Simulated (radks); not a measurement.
The nuclear charge of neutral bromine is varied continuously with 35 electrons held in [Ar] 3d10 4s2 4p5. Calculated with a radial shooting solver on a logarithmic mesh with Libxc functionals: scalar-relativistic Kohn-Sham, r2SCAN, spin-polarised, spherical densities, finite nucleus; open shells are filled with parallel spins first; meta-GGA in the generalised Kohn-Sham scheme; Fermi nuclear charge, rms radius 4.1629 fm. By the Hellmann-Feynman theorem dE/dZ = E(electron-nucleus)/Z, the electronic potential at the nucleus (averaged over a nucleus of fixed radius). The scalar-relativistic energy here is not variational (the density holds large components alone), so the two differ by a part that grows with Z.

[
 {"Z": "34.8", "E (hartree)": "-2571.01056", "E(electron-nucleus)/Z (hartree)": "-178.205", "HOMO": "4p", "e(HOMO) (eV)": "-5.662", "<r> HOMO (bohr)": "2.182"},
 {"Z": "35", "E (hartree)": "-2606.84520", "E(electron-nucleus)/Z (hartree)": "-179.594", "HOMO": "4p", "e(HOMO) (eV)": "-7.667", "<r> HOMO (bohr)": "2.107"},
 {"Z": "35.2", "E (hartree)": "-2642.95870", "E(electron-nucleus)/Z (hartree)": "-180.982", "HOMO": "4p", "e(HOMO) (eV)": "-9.793", "<r> HOMO (bohr)": "2.041"},
 {"Z": "35.4", "E (hartree)": "-2679.35087", "E(electron-nucleus)/Z (hartree)": "-182.369", "HOMO": "4p", "e(HOMO) (eV)": "-12.032", "<r> HOMO (bohr)": "1.981"},
 {"Z": "35.6", "E (hartree)": "-2716.02157", "E(electron-nucleus)/Z (hartree)": "-183.756", "HOMO": "4p", "e(HOMO) (eV)": "-14.379", "<r> HOMO (bohr)": "1.926"},
 {"Z": "35.8", "E (hartree)": "-2752.97071", "E(electron-nucleus)/Z (hartree)": "-185.142", "HOMO": "4p", "e(HOMO) (eV)": "-16.831", "<r> HOMO (bohr)": "1.875"},
 {"Z": "36", "E (hartree)": "-2790.19821", "E(electron-nucleus)/Z (hartree)": "-186.527", "HOMO": "4p", "e(HOMO) (eV)": "-19.384", "<r> HOMO (bohr)": "1.829"}
]

The central difference of E at Z = 35 is -179.870 hartree, to compare with the third column; the second derivative is -6.97 hartree.
